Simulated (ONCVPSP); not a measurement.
Ranking ONCV potentials for Sn (Z = 50)

All share these settings but for the change named:

* Element: tin (Sn)
* Generator: ONCVPSP 4.0.1
* Type: optimised norm-conserving Vanderbilt (ONCV)
* Functional: PBE
* Relativity: fully relativistic
* Frozen core: [Ar] 3d10
* Valence charge: 22
* Reference configuration: 4s2 4p6 4d10 5s2 5p2
* Partial waves: 4s+5s: rc 1.30 bohr, ncon 4, nbas 9, qcut 7.3 1/bohr, 2 projectors; 4p+5p: rc 1.30 bohr, ncon 4, nbas 7, qcut 13 1/bohr, 2 projectors; 4d: rc 1.45 bohr, ncon 3, nbas 8, qcut 8.5 1/bohr, 2 projectors, debl 0.5 Ha
* Local potential: polynomial inside 1.15 bohr (lpopt 5, dvloc0 0 Ha)
* Core correction: Teter function, fcfact 2.5, rcfact 1.35

Open shells are filled in proportion to 2j + 1.

In the d channel the program set the typed energies aside and used -0.934, 0.250 Ha (j = l + 1/2; the other j can differ).

Test errors are all-electron minus pseudo excitation energies from the reference, over 4s2 4p6 4d10 5s2 5p1; 4s2 4p6 4d10 5s2 5p0; 4s2 4p6 4d10 5s1 5p0; 4s2 4p6 4d9 5s2 5p2. None of these files shows a bound ghost.

The base gives 23.7 meV.

Of 8 variants that were run, those that failed, showed a ghost or another fault, or gave nearly equal values are left out.

A variant can come out equal or close to the base, since the largest error may sit in a test that the change hardly touches while other tests move.

Question: Rank these variants by their largest absolute test error, smallest first.
A. d: rc 1.84
B. d: ncon 5, nbas 10
C. core correction Teter function fitted to the true core (icmod 2), fcfact 0.3
D. all radii but the core radius scaled by about 1.06 (s 1.38, p 1.38, d 1.54 bohr); local potential polynomial inside 1.22 bohr (lpopt 5, dvloc0 0 Ha)
E. d: rc 1.48

Answer: B (13.0 meV), C (24.2 meV), E (28.0 meV), D (34.8 meV), A (91.2 meV).
